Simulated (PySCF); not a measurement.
Coordinates in bohr (charge -1 multiplicity 1):
```
Sn    0.0000    0.0000   -1.0924
Cl    4.0525    0.0000    1.2387
Cl   -2.0262    3.5095    1.2387
Cl   -2.0262   -3.5095    1.2387
```

Method: PBE0 in PySCF with Sn def2-TZVPD with ECP28, Cl def2-TZVPD; scalar-relativistic core potentials, no spin–orbit coupling; density-fitted integrals.

This geometry of SnCl₃⁻ is a stationary point at this level.

(1) What is the point group?

(2) Is it a minimum?

(3) List the harmonic modes with their infrared intensities.

(4) What are the dipole moment and the gap between the highest occupied and lowest empty levels?

Results:

(1) C3v.

(2) Yes: all harmonic wavenumbers are real.

(3) 
| symmetry | ω (cm⁻¹) | IR (km/mol, summed over degenerate members) | type |
| --- | --- | --- | --- |
| e | 94 | 1.3 | bend |
| a1 | 117 | 3.3 | bend |
| e | 267 | 209 | stretch |
| a1 | 297 | 46.5 | stretch |

(4) 3.70 D about the centre of mass and 5.93 eV.

This need not be the most stable arrangement of these atoms. The lowest empty level of this anion is unbound, so it and the gap depend on the basis.
